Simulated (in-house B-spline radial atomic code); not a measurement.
## Excitations of Mg III (Mg2+) by several methods

Full response, energies in eV; labels give the largest channel, * marks a mixed state, a dash one above the method's threshold, and an imaginary frequency an unstable closed-shell reference. Computed with a B-spline radial code for spherical atoms: linear response of the closed shell [He] 2s2 2p6 with each method's own kernel (bare exchange for TDHF, static screening on G0W0 levels for BSE, the adiabatic kernel for functionals); scalar-relativistic (spin-free one-electron X2C), finite nucleus, no spin-orbit coupling, no double excitations, S, P, D and F terms only. Only terms of natural parity with L up to 3 were computed.

| method | 2p → 3s 3P | 2p → 3s 1P | 2p → 3p 3S | α (bohr³) |
| --- | --- | --- | --- | --- |
| TDHF | 54.04 | 54.91 | 58.69 | 0.4699 |
| BSE on G0W0@HF | 53.16 | 53.91 | 58.25 | 0.4658 |
| LDA VWN5 | ? | ? | ? | ? |
| PBE | 48.02 | 48.61 | 52.94 | 0.5134 |
| PBE0 | 49.86 | 50.50 | 54.80 | 0.4995 |
| B3LYP (VWN-RPA) | 48.97 | 49.64 | 54.10 | 0.5035 |
| CAM-B3LYP | 48.64 | 49.31 | 53.78 | 0.5051 |
| LC-wPBE | 47.98 | 48.55 | 52.98 | 0.5121 |
| wB97X | ? | ? | ? | ? |
| HSE06 | 49.89 | 50.54 | 54.86 | 0.4999 |
| BHandHLYP | 50.73 | 51.52 | 55.86 | 0.4893 |
| BLYP | 47.32 | 47.98 | 52.42 | 0.5151 |
| PBEsol | 48.17 | 48.74 | 53.01 | 0.5136 |
| BP86 | 48.58 | 49.06 | 53.43 | 0.5112 |
| LDA exchange-only | 47.28 | 47.90 | 51.86 | 0.5231 |
| B97-1 | 49.76 | 50.34 | 54.58 | 0.5008 |
| RPBE | 47.75 | 48.33 | 52.72 | 0.5141 |
| OLYP | 47.08 | 47.72 | 52.30 | 0.509 |

What does wB97X give?

2p → 3s 3P: 49.75; 2p → 3s 1P: 50.28; 2p → 3p 3S: 54.18; α: 0.5011 (eV, bohr³).

What does LDA VWN5 give?

2p → 3s 3P: 48.61; 2p → 3s 1P: 49.09; 2p → 3p 3S: 53.53; α: 0.5136 (eV, bohr³).
